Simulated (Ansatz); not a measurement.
C5H4, SMILES `C=C=C=C=C` (charge 0, multiplicity 1).

Computed with Ansatz (an electronic-structure program) with r2SCAN0/cc-pVTZ // PBE0-D3(BJ)/def2-TZVP.

Ansatz 0.2 input:
```yaml
crystal:
  periodic: [false, false, false]
  atoms:
    - { symbol: C, position_ang: [2.567732, 0.093929, -0.369121] }
    - { symbol: C, position_ang: [1.267237, 0.046571, -0.261442] }
    - { symbol: C, position_ang: [0.000011, 0.000276, -0.15666] }
    - { symbol: C, position_ang: [-1.26722, -0.046132, -0.052008] }
    - { symbol: C, position_ang: [-2.567735, -0.093981, 0.055221] }
    - { symbol: H, position_ang: [3.044436, 0.603083, -1.20086] }
    - { symbol: H, position_ang: [3.210141, -0.374564, 0.36986] }
    - { symbol: H, position_ang: [-3.116082, 0.674842, 0.590471] }
    - { symbol: H, position_ang: [-3.138525, -0.904029, -0.387829] }
basis:
  gaussian: { orbitals: cc-pVTZ }
hamiltonian:
  xc: r2scan0
```

Output:

```
Functional definition: r2SCAN0
1105 factors; their error is unknown
mean field evaluation 1: about -5238.9025 eV, gradient 4.8e1 eV
mean field evaluation 2: about -5241.2502 eV, gradient 3.5e1 eV
mean field evaluation 4: about -5244.2593 eV, gradient 1.1e0 eV
mean field evaluation 8: about -5244.2651 eV, gradient 2.8e-2 eV
mean field -5244.26513098 eV, -192.7231888731 hartree, gradient 4.2e-5 eV, S^2 0.000000; 0 other end points of the search recorded, 0 dependent functions left out
reference -5244.26513954 eV, -192.7231891876 hartree; 17, 17 occupied and 189, 189 virtual orbitals, 1105 factors
Total energy: -5244.26513954 eV, -192.7231891876 hartree
```
